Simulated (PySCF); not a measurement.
Vertical excitations of a molecule C4H4F2 from TDA-PBE/def2-SVPD (PySCF), as energy in eV (oscillator strength): 4.46 (0.000), 6.02 (0.035), 6.59 (0.000), 6.63 (0.011), 7.02 (0.036), 7.23 (0.016), 7.31 (0.178), 7.77 (0.003), 7.80 (0.010), 8.02 (0.008). Lowest triplet (TDA): 4.03 eV. Geometry: PBE0-D3(BJ)/def2-SVP. Other conformers were not sampled.

Problem. Pick the molecule that these values belong to.
A) C=C=CC(F)F
B) C=C(F)C(=C)F
C) CC=C=C(F)F
D) F/C=C\C=C/F

Solution. C, CC=C=C(F)F
